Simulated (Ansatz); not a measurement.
# A family of molecules: the HOMO–LUMO gap

One atom is swapped for its congeners: CH2BrF (bromofluoromethane) `FCBr`; CH2BrCl (bromochloromethane) `ClCBr`; CH2Br2 (dibromomethane) `BrCBr`; CH2BrI (bromoiodomethane) `BrCI`. All are singlets with charge 0.

Shapes, held fixed at every level: PBE0-D4/def2-TZVP. Programs: Ansatz 0.2.0. Values in eV.

Problem. How should the HOMO–LUMO gap change along the series?

Solution. At wB97X-V/def2-TZVPP the HOMO–LUMO gap falls at every step, from 12.79 to 10.47 eV. Every level shows the same order. For atoms past krypton def2 sets carry core potentials with scalar relativity. Relativity is left out for Br unless named. Orbital gaps aren't excitation energies, and the LUMO depends on the basis.

```
                level  CH2BrF  CH2BrCl  CH2Br2  CH2BrI
    PBE-D4/def2-TZVPP    5.75     5.32    4.97    4.04
 r2SCAN-D4/def2-TZVPP    6.34     5.85    5.46    4.47
  B3LYP-D4/def2-TZVPP    7.56     7.15    6.68    5.58
r2SCAN0-D4/def2-TZVPP    8.51     8.01    7.53    6.35
   wB97M-V/def2-TZVPP   12.45    12.05   11.49   10.20
   wB97X-V/def2-TZVPP   12.79    12.36   11.79   10.47
```
